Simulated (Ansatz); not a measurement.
# Correcting a cheap level on molecular compounds of Si

The atomisation enthalpy at 298 K in kJ/mol of 8 molecular compounds of Si: x at HF/def2-SVP, y from tabulated heats of molecules and atoms (CRC Handbook of Chemistry and Physics, NIST-JANAF tables). Shapes, held fixed at every level: PBE0-D4/def2-TZVP. Computed values hold a harmonic thermal term (PBE0-D4/def2-TZVP) and the atoms' spin-orbit lowering. Programs: Ansatz 0.2.0.

| molecule | x (kJ/mol) | y (kJ/mol) |
| --- | --- | --- |
| SiH3I (SMILES [SiH3]I) | 893 | 1213 |
| SiHBr3 (SMILES Br[SiH](Br)Br) | 906 | 1205 |
| SiH2Br2 (dibromosilane) | 943 | 1300 |
| SiCl4 (silicon tetrachloride) | 1125 | 1598 |
| SiH2F2 (SMILES F[SiH2]F) | 1315 | 1836 |
| SiF4 (silicon tetrafluoride) | 1656 | 2382 |
| Si(SiF3)F3 (hexafluorodisilane) | 2579 | ? |
| Si(CH3)3Cl (chlorotrimethylsilane) | 3827 | 5037 |

Fit y = c + s·x to the known rows and predict y for Si(SiF3)F3.


1. Means of the 7 rows: x = 1523.57, y = 2081.6.
2. Σ(Δx)² = 6641760, Σ(Δx·Δy) = 8634161, so the slope is 8634161/6641760 = 1.3.
3. Intercept: 2081.6 − (1.3) × 1523.57 = 101.0. The largest residual of the fit is 128.
4. Si(SiF3)F3: 101.0 + 1.3 × 2579 = 3454 kJ/mol.

The tabulated heats give 3760 kJ/mol, so the prediction is off by -306 kJ/mol, more than the largest residual. Uncorrected, HF/def2-SVP misses Si(SiF3)F3 by -1181 kJ/mol, and the other rows by 558 on average. With references in doubt, neither the misses nor the line can be laid on the level alone. Hartree–Fock lacks correlation, which doesn't scale simply with the atomisation energy. Si(CH3)3Cl lies far out in x and weighs most in the slope. Left out in turn, the other rows are missed by 154 kJ/mol on average. The heats of Si(SiF3)F3 (hexafluorodisilane), Si(CH3)3Cl (chlorotrimethylsilane) come from older tables and can be uncertain by 10 kJ/mol or more. The molecules' own spin-orbit lowering is left out, so errors for iodides read a little too negative. The tabulated values of SiH3I, SiHBr3, SiH2Br2, SiH2F2 are in doubt (older tables, estimates, or at odds with other calculations) and kept here. For atoms past krypton def2 sets carry core potentials with scalar relativity. Relativity is left out for Br.
